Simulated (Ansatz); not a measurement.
Basis sets compared for SnHMe2(NHiPr) (C5H15NSn). Charge 0, multiplicity 1. Geometry PBE-D4/def2-SVP. Ansatz on 4 threads of Intel Xeon 6975P-C on a shared host; times are rough, and most runs start from earlier orbitals.

Cartesian coordinates in Å:
```
C 0.098 2.050 -1.711
C -2.845 1.424 0.220
C 0.725 -1.647 0.170
C 1.008 -1.814 1.673
C 1.908 -0.988 -0.543
N -0.514 -0.926 -0.130
Sn -0.699 1.139 0.088
H 0.102 1.790 1.501
H -0.261 1.475 -2.587
H 1.204 2.035 -1.698
H -0.249 3.099 -1.794
H -3.232 1.042 1.185
H -3.339 0.880 -0.609
H -3.091 2.500 0.139
H -1.310 -1.386 0.330
H 0.616 -2.673 -0.262
H 1.168 -0.825 2.153
H 1.910 -2.435 1.859
H 0.152 -2.303 2.184
H 2.115 0.020 -0.119
H 2.833 -1.586 -0.424
H 1.701 -0.870 -1.625
```

In the def2 sets Sn takes a core potential; there is no spin–orbit coupling.

Binding counts from free atoms (C triplet, N quartet, Sn triplet, H doublet) in the same basis, without a counterpoise term.

```csv
level,functions,energy (Eh),HOMO (eV),LUMO (eV),binding per atom (eV),wall time
PBE-D4/def2-SVP,185,-468.0619,-4.66,0.00,3.85,1.8 s
PBE0-D4/def2-SVP,185,-468.1212,-6.05,0.97,3.81,2.2 s
```

(1) Estimate the rows for PBE-D4/def2-TZVP (with forces), PBE0-D4/def2-TZVP.

Results:

(1) 
```tsv
level	functions	energy (Eh)	HOMO (eV)	LUMO (eV)	binding per atom (eV)	wall time
PBE-D4/def2-TZVP (with forces)	326	-468.3575	-4.90	-0.41	3.84	4.2 s
PBE0-D4/def2-TZVP	326	-468.4080	-6.21	0.48	3.79	5.5 s
```
